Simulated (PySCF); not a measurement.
**SMILES O=C(C)c1ccnnn1, C$_{5}$H$_{5}$N$_{3}$O**

Molfile (atoms numbered from 1):
```
C5H5N3O
     RDKit          3D

 14 14  0  0  0  0  0  0  0  0999 V2000
   -2.2937    0.0157   -0.5921 C   0  0  0  0  0  0  0  0  0  0  0  0
   -1.2922    0.2127    0.4989 C   0  0  0  0  0  0  0  0  0  0  0  0
   -1.5585    0.5095    1.6377 O   0  0  0  0  0  0  0  0  0  0  0  0
    0.1387    0.0115    0.0825 C   0  0  0  0  0  0  0  0  0  0  0  0
    1.1834    0.1593    0.9942 C   0  0  0  0  0  0  0  0  0  0  0  0
    2.4502   -0.0568    0.4689 C   0  0  0  0  0  0  0  0  0  0  0  0
    2.6148   -0.3783   -0.8072 N   0  0  0  0  0  0  0  0  0  0  0  0
    1.5956   -0.4964   -1.5896 N   0  0  0  0  0  0  0  0  0  0  0  0
    0.3877   -0.3138   -1.1862 N   0  0  0  0  0  0  0  0  0  0  0  0
   -3.2988    0.1792   -0.2143 H   0  0  0  0  0  0  0  0  0  0  0  0
   -2.0769    0.7036   -1.4065 H   0  0  0  0  0  0  0  0  0  0  0  0
   -2.1964   -0.9918   -0.9912 H   0  0  0  0  0  0  0  0  0  0  0  0
    0.9933    0.4221    2.0226 H   0  0  0  0  0  0  0  0  0  0  0  0
    3.3521    0.0231    1.0601 H   0  0  0  0  0  0  0  0  0  0  0  0
  1  2  1  0
  2  3  2  0
  2  4  1  0
  4  5  1  0
  5  6  2  0
  6  7  1  0
  7  8  2  0
  8  9  1  0
  9  4  2  0
  1 10  1  0
  1 11  1  0
  1 12  1  0
  5 13  1  0
  6 14  1  0
M  END
```

Theory: PySCF, GIAO BHandHLYP/pcSseg-1 magnetisability, rotational g tensor and spin-rotation constants, non-relativistic, gas phase. Geometry: GFN2-xTB.

Task: Give the nuclear spin-rotation constants along the inertial axes (H = +C I·J) beside the isotropic shieldings.

Result: Rotational constants 3.9473, 1.2995, 0.9835 GHz. A star marks the isotopologue with that one atom substituted, in its own axes.
```
atom  isotope  Caa (kHz)  Cbb (kHz)  Ccc (kHz)  mean (kHz)  σ (ppm)
  N7      14N      1.145      0.494      0.023       0.554   -200.7
  N8      14N      1.804      0.394      0.045       0.748   -286.1
  N9      14N      1.550      0.317      0.029       0.632   -179.5
 H10       1H      0.183     -0.148     -0.114      -0.026     29.3
 H11       1H     -0.386     -0.072     -0.016      -0.158     28.4
 H12       1H     -0.386     -0.072     -0.016      -0.158     28.4
 H13       1H     -0.279      0.099     -0.100      -0.093     23.7
 H14       1H     -0.108      0.066     -0.090      -0.044     22.3
  C1     13C*      0.636      0.201      0.156       0.331    157.0
  C2     13C*      2.360      0.596      0.222       1.059    -20.5
  O3     17O*     -3.233     -1.266     -0.010      -1.503   -340.7
  C4     13C*      2.253      0.475      0.133       0.954     27.0
  C5     13C*      1.449      0.599      0.074       0.707     63.0
  C6     13C*      1.536      0.700      0.132       0.789     27.0
```
For the geometry as given, no vibrational averaging.
